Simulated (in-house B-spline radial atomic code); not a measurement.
# Os6+: [Ne] 3s2 (3p1/2)2 (3p3/2)3 3d10 4s2 4p6 4d10 4f14 5s2 5p6 5d3 (with a hole in an inner shell)

Computed with a B-spline radial code for spherical atoms: Dirac-Hartree-Fock, average of the jj configuration, Fermi nucleus of rms radius 5.4126 fm.

Effective charges: Z_r = [3n² - l(l+1)]/(2<r>) from the radius, Z_e = n√(-2ε) from the energy, and Slater's rules. Values are occupation-weighted means over j. An effective charge above Z reflects the relativistic contraction of the inner shells.

```json
{"shell": "1s", "electrons": "2", "ε (eV)": "-74524", "<r> (bohr)": "0.01773", "Z_r": "84.59", "Z_e": "74.01", "Slater": "75.70"}
{"shell": "2s", "electrons": "2", "ε (eV)": "-13242", "<r> (bohr)": "0.07417", "Z_r": "80.89", "Z_e": "62.40", "Slater": "71.85"}
{"shell": "2p", "electrons": "6", "ε (eV)": "-11636", "<r> (bohr)": "0.06681", "Z_r": "74.84", "Z_e": "58.49", "Slater": "71.85"}
{"shell": "3s", "electrons": "2", "ε (eV)": "-3229", "<r> (bohr)": "0.1924", "Z_r": "70.16", "Z_e": "46.22", "Slater": "65.10"}
{"shell": "3p", "electrons": "5", "ε (eV)": "-2774.2", "<r> (bohr)": "0.1921", "Z_r": "65.07", "Z_e": "42.84", "Slater": "65.10"}
{"shell": "3d", "electrons": "10", "ε (eV)": "-2166.3", "<r> (bohr)": "0.1754", "Z_r": "59.88", "Z_e": "37.86", "Slater": "55.85"}
{"shell": "4s", "electrons": "2", "ε (eV)": "-791.24", "<r> (bohr)": "0.4286", "Z_r": "56.00", "Z_e": "30.50", "Slater": "49.10"}
{"shell": "4p", "electrons": "6", "ε (eV)": "-625.93", "<r> (bohr)": "0.4528", "Z_r": "50.79", "Z_e": "27.13", "Slater": "49.10"}
{"shell": "4d", "electrons": "10", "ε (eV)": "-408.37", "<r> (bohr)": "0.4815", "Z_r": "43.61", "Z_e": "21.91", "Slater": "37.85"}
{"shell": "5s", "electrons": "2", "ε (eV)": "-192.53", "<r> (bohr)": "0.985", "Z_r": "38.07", "Z_e": "18.81", "Slater": "19.35"}
{"shell": "4f", "electrons": "14", "ε (eV)": "-167.87", "<r> (bohr)": "0.525", "Z_r": "34.29", "Z_e": "14.05", "Slater": "26.45"}
{"shell": "5p", "electrons": "6", "ε (eV)": "-144.06", "<r> (bohr)": "1.105", "Z_r": "33.02", "Z_e": "16.27", "Slater": "19.35"}
{"shell": "5d", "electrons": "3", "ε (eV)": "-87.515", "<r> (bohr)": "1.388", "Z_r": "24.86", "Z_e": "12.68", "Slater": "8.30"}
```

The least bound orbital is 5d5/2 at -86.84 eV, and it is also the most diffuse (<r> = 1.4 bohr). The part-filled 3p shell lies below the filled 5p shell in orbital energy.

For the 1s electron the small component carries 8.26 % of the norm, the zero-frequency Breit interaction raises the level by 265 eV, self-energy by 167.7 eV, and vacuum polarisation lowers it by 32.68 eV.
